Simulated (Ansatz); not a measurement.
In₉Sb₉ (started as a model of: (InSb)9 cage of four- and six-membered rings), relaxed as a singlet with RKS PBE-D4/def2-SVP in Ansatz, starting from the force-field or lattice model geometry. Force threshold 0.03 eV/Å.

In the def2 sets In, Sb take a core potential; there is no spin–orbit coupling. Single mean-field runs in def2-SVP are fitted with def2-universal-jkfit.

Start:

```tsv
atom	x (Å)	y (Å)	z (Å)
In1	0.439	4.085	-0.324
In2	-2.462	2.215	1.550
In3	2.209	1.765	2.313
In4	2.833	0.438	-2.265
In5	-1.852	0.893	-3.016
In6	0.335	-2.377	-3.351
In7	-2.695	-2.436	0.325
In8	1.985	-2.879	1.110
In9	-0.767	-1.714	3.684
Sb10	-1.993	2.899	-1.083
Sb11	-0.053	3.435	2.291
Sb12	2.704	2.446	-0.336
Sb13	0.689	0.253	-4.063
Sb14	-2.217	-1.784	-2.339
Sb15	2.479	-2.199	-1.563
Sb16	-2.831	-0.460	2.282
Sb17	1.841	-0.912	3.018
Sb18	-0.643	-3.667	1.766
```

Question: Estimate the energy that the relaxation releases and the steps that it takes.

Answer: 121.1 kcal/mol, in 7 steps; 47 s on 2 threads of AMD EPYC 7R13 on a shared host and a share (18 GiB) of an NVIDIA H100 80GB HBM3. No frequencies were taken in this run, so the end may be a saddle point.

Question: Does the start keep its bonding and symmetry?

Answer: By distances, no bond broke or formed. The bond that changes most is In1–Sb11, from 2.74 to 2.92 Å (atoms count from 1). Point group C3h at the start, C3h at the end, both within 0.05 Å.

Question: Predict the relaxed structure.

Answer: 
| atom | x (Å) | y (Å) | z (Å) |
| --- | --- | --- | --- |
| In1 | 0.381 | 3.590 | -0.278 |
| In2 | -1.982 | 1.901 | 1.362 |
| In3 | 1.761 | 1.551 | 1.973 |
| In4 | 2.300 | 0.396 | -1.988 |
| In5 | -1.444 | 0.748 | -2.600 |
| In6 | 0.284 | -2.085 | -2.947 |
| In7 | -2.189 | -2.122 | 0.322 |
| In8 | 1.554 | -2.474 | 0.931 |
| In9 | -0.666 | -1.506 | 3.225 |
| Sb10 | -2.240 | 3.055 | -1.272 |
| Sb11 | -0.083 | 3.646 | 2.605 |
| Sb12 | 3.040 | 2.561 | -0.411 |
| Sb13 | 0.755 | 0.405 | -4.399 |
| Sb14 | -2.518 | -1.927 | -2.431 |
| Sb15 | 2.762 | -2.424 | -1.571 |
| Sb16 | -3.162 | -0.385 | 2.412 |
| Sb17 | 2.118 | -0.880 | 3.273 |
| Sb18 | -0.672 | -4.052 | 1.794 |
Bond lengths (bridged metal pairs left out): 27 × In–Sb 2.78 to 2.92 Å.
